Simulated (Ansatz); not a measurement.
C₅H₁₂OSi, singlet, geometry from GFN2-xTB, with bond 15-5 at 2.4 times its length; SC-NEVPT2/STO-3G, CASSCF(6,6) (Ansatz, a quantum-chemistry and plane-wave program).

Input for Ansatz:
Ansatz 0.2 input:
```yaml
crystal:
  periodic: [false, false, false]
  atoms:
    - {symbol: C, position_ang: [1.67786164, 1.70851651, -1.66813771]}
    - {symbol: C, position_ang: [1.57940346, 0.44527856, -1.28892222]}
    - {symbol: C, position_ang: [1.37632453, -0.00346227, 0.11274115]}
    - {symbol: Si, position_ang: [-0.49454719, -0.31019796, 0.44547522]}
    - {symbol: C, position_ang: [-1.11403407, -1.70552958, -0.69527840]}
    - {symbol: C, position_ang: [-0.81403196, -0.70707721, 2.27276789]}
    - {symbol: O, position_ang: [-1.31585745, 1.07859902, 0.17416835]}
    - {symbol: H, position_ang: [1.79646180, 1.99093430, -2.70055294]}
    - {symbol: H, position_ang: [1.66180407, 2.51453200, -0.95195117]}
    - {symbol: H, position_ang: [1.59972970, -0.34125884, -2.03251664]}
    - {symbol: H, position_ang: [1.94671800, -0.91165913, 0.29683055]}
    - {symbol: H, position_ang: [1.73401726, 0.76157896, 0.80160554]}
    - {symbol: H, position_ang: [-2.17879661, -1.87033603, -0.56006047]}
    - {symbol: H, position_ang: [-0.95295378, -1.46426585, -1.74235188]}
    - {symbol: H, position_ang: [0.09413834, -3.96240832, -0.21634546]}
    - {symbol: H, position_ang: [-0.35106858, -1.64354348, 2.56511145]}
    - {symbol: H, position_ang: [-0.42742426, 0.07280276, 2.92030274]}
    - {symbol: H, position_ang: [-1.87883109, -0.79052307, 2.46095488]}
    - {symbol: H, position_ang: [-1.12164883, 1.61525727, -0.59067301]}
basis:
  gaussian:
    orbitals: STO-3G
magnetization: {spin_polarized: false}
correlation: {method: sc_nevpt2, electrons: all, active_space: {window: {electrons: 6, orbitals: 6}}}
```

**Question.** Write the output that Ansatz gives for this input, abridged.

**Answer.** 
```
Functional definition: HF
680 factors; integrals over basis functions are off by at most 4.5e-5 eV
mean field evaluation 1: about -15046.4952 eV, gradient 3.0e1 eV
mean field evaluation 2: about -15046.7306 eV, gradient 3.0e1 eV
mean field evaluation 4: about -15051.1837 eV, gradient 5.5e0 eV
mean field evaluation 8: about -15051.3342 eV, gradient 5.2e-2 eV
mean field -15051.33082296 eV, -553.1262055854 hartree, gradient 1.8e-6 eV, S^2 0.000000; 0 other end points of the search recorded, 0 dependent functions left out; unrestricted orbitals would lower it
reference -15051.33082296 eV, -553.1262055854 hartree; 32, 32 occupied and 19, 19 virtual orbitals, 680 factors
state -15057.71823243 eV, -553.3609385540 hartree
state -15057.71823243 eV, -553.3609385540 hartree; corrected -15065.55427542 eV, -553.6489078221 hartree
Total energy: -15065.55427542 eV, -553.6489078221 hartree
```
